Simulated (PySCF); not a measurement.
Ground-state electric properties of a mixed set of molecules.

All values: PBE0/def2-SVPD (PySCF) at GFN2-xTB geometries, gas phase, one conformer each. Core orbitals are frozen in the response; Δα² is half the sum of the squared differences of the principal polarisabilities.

**Question.** Rank by dipole moment, highest first.
A. `[OH:1][CH2:2][c:3]1[n:4][c:5]([CH:6]([F:7])[F:8])[n:9][o:10]1` with H–O1–C2–C3 -39°, O1–C2–C3–N4 22°, N4–C5–C6–F7 -54°
B. `C(/C(C#C)=C(/F)C#C)#N`
C. `[CH3:1][CH2:2][O:3][CH:4]=[C:5]=[O:6]` with C1–C2–O3–C4 180°, C2–O3–C4–C5 0°
D. `[CH3:1][O:2][Si@H:3]([NH2:4])[S:5][CH3:6]` with C1–O2–Si3–N4 -58°, O2–Si3–N4–H -44° and -178°, O2–Si3–S5–C6 -49°

**Answer.** B (2.47 D), A (1.84 D), D (1.53 D), C (1.32 D).

**Question.** Rank by mean static polarisability, lowest first.
A. `CO[Si@H](N)SC`
B. `OCc1nc(C(F)F)no1`
C. `CCOC=C=O`
D. `C#C/C(F)=C(/C#C)C#N`

**Answer.** C (8.30 Å³), B (10.07 Å³), A (12.47 Å³), D (13.81 Å³).

All values together:

| SMILES | formula | μ (D) | HOMO (eV) | LUMO (eV) | α (Å³) | Δα (Å³) | electrons | α per electron (Å³) |
| --- | --- | --- | --- | --- | --- | --- | --- | --- |
| CO[Si@H](N)SC | C2H9NOSSi | 1.53 | -6.63 | 0.20 | 12.47 | 3.42 | 66 | 0.189 |
| C#C/C(F)=C(/C#C)C#N | C7H2FN | 2.47 | -7.59 | -2.87 | 13.81 | 13.05 | 60 | 0.230 |
| CCOC=C=O | C4H6O2 | 1.32 | -6.22 | -1.70 | 8.30 | 3.72 | 46 | 0.180 |
| OCc1nc(C(F)F)no1 | C4H4F2N2O2 | 1.84 | -8.78 | -1.50 | 10.07 | 4.62 | 76 | 0.132 |

Conformers: `[CH3:1][O:2][Si@H:3]([NH2:4])[S:5][CH3:6]` with C1–O2–Si3–N4 -58°, O2–Si3–N4–H -44° and -178°, O2–Si3–S5–C6 -49°; `[CH3:1][CH2:2][O:3][CH:4]=[C:5]=[O:6]` with C1–C2–O3–C4 180°, C2–O3–C4–C5 0°; `[OH:1][CH2:2][c:3]1[n:4][c:5]([CH:6]([F:7])[F:8])[n:9][o:10]1` with H–O1–C2–C3 -39°, O1–C2–C3–N4 22°, N4–C5–C6–F7 -54°.
